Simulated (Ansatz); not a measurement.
The first iterations of a band of C2H5BS (9 atoms, charge 0, multiplicity 1).

All numbers below come from RHF/def2-SVP (Ansatz 0.2.0).

- movable images: 9
- climbing image: yes
- spring: 5.0 eV/Å²
- optimiser: quadratic models (default)
- start path: through a guess of the saddle point
- force threshold: 0.03 eV/Å
- iteration limit: 60
- end points: relaxed

Initial state:

```xyz
9
Properties=species:S:1:pos:R:3
C -0.365 1.128 -0.797
B -0.070 -0.272 -0.172
C 0.501 -1.044 1.032
S -0.191 -2.012 -0.415
H -0.813 1.074 -1.789
H -1.037 1.685 -0.138
H 0.561 1.707 -0.859
H -0.067 -1.153 1.950
H 1.571 -1.159 1.170
```

Final state:

```xyz
9
Properties=species:S:1:pos:R:3
C -0.336 1.134 -0.802
B 0.109 -0.238 -0.206
C 0.314 -1.078 1.068
S 0.708 -1.849 -0.593
H -1.371 1.339 -0.511
H 0.272 1.935 -0.372
H -0.262 1.179 -1.888
H -0.526 -1.537 1.581
H 1.180 -0.932 1.705
```

| iteration | highest image above the first end (eV) | largest band force component (eV/Å) |
| --- | --- | --- |
| 1 | 1.405 | 5.850 |
| 2 | 0.415 | 2.724 |

Does the band converge within its limit, and where does its top end?

The forces met the threshold. It ended after 6 iterations with the highest image 0.015 eV above the first end. A vibrational analysis at the climbing image gives one clearly imaginary mode, 81i cm⁻¹: a first-order saddle point.

Run time: 72 s on 1 CPU thread of a shared host.
